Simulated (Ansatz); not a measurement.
The cluster LiI₂⁻, relaxed as a singlet with RKS r2SCAN-D4/def2-TZVPD in Ansatz, starting from the GFN2-xTB geometry. Force threshold 0.02 eV/Å.

In the def2 sets I takes a core potential; there is no spin–orbit coupling. The structure comes from a short search, and lower isomers may exist.

Start:

```xyz
3

Li    0.004    0.002   -0.002
I    -0.985    2.142   -1.132
I     0.981   -2.144    1.135
```

(1) Estimate the energy that the relaxation releases and the steps that it takes.

(2) Does the start keep its bonding and symmetry?

(3) Predict the relaxed structure.

Results:

(1) 0.02 eV, in 3 steps; 4 s on 4 threads of Arm Neoverse V2 on a shared host. No frequencies were taken in this run, so the end may be a saddle point.

(2) By distances, no bond broke or formed. The bond that changes most is Li1–I3, from 2.62 to 2.55 Å (atoms count from 1). Point group D∞h at the start, D∞h at the end, both within 0.05 Å.

(3) 
```xyz
3

Li    0.0006    0.0002   -0.0002
I    -0.9586    2.0882   -1.1045
I     0.9580   -2.0884    1.1048
```
Bond lengths: 2 × I–Li 2.55 Å.
